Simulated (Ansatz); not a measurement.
Mulliken charges of C₂H₅ClGe, SMILES `C[CH2][Ge][Cl]` from PBE/def2-TZVPP in Ansatz (PBE0-D4/def2-TZVP geometry).

```
atom   x (Å)   y (Å)   z (Å)  charge (e)
  C1  -0.162   0.923  -0.026      -0.230
  C2  -0.083  -0.428   0.660      -0.256
 Ge3   0.545  -2.051  -0.311       0.347
 Cl4   0.832  -1.193  -2.313      -0.300
  H5  -0.825   0.891  -0.893       0.087
  H6  -0.533   1.696   0.653       0.088
  H7   0.817   1.242  -0.391       0.087
  H8   0.562  -0.391   1.551       0.090
  H9  -1.064  -0.735   1.055       0.089
```

Task: By hand: the dipole of these point charges (1 e Å = 4.8032 D).

Result: Σ q r = (-0.094, -0.222, 0.602) e Å, of length 0.648 e Å = 3.11 D.

Task: How does the dipole of the full density compare? (Best estimate.)

Result: Ansatz gave: (-0.114, 0.043, 0.425) e Å, 2.12 D; the point charges give 1.47 times that, at 26° from its direction.

Point charges leave out the atoms' own dipoles, such as those of lone pairs, and Mulliken's split depends on the basis, so the two needn't agree.
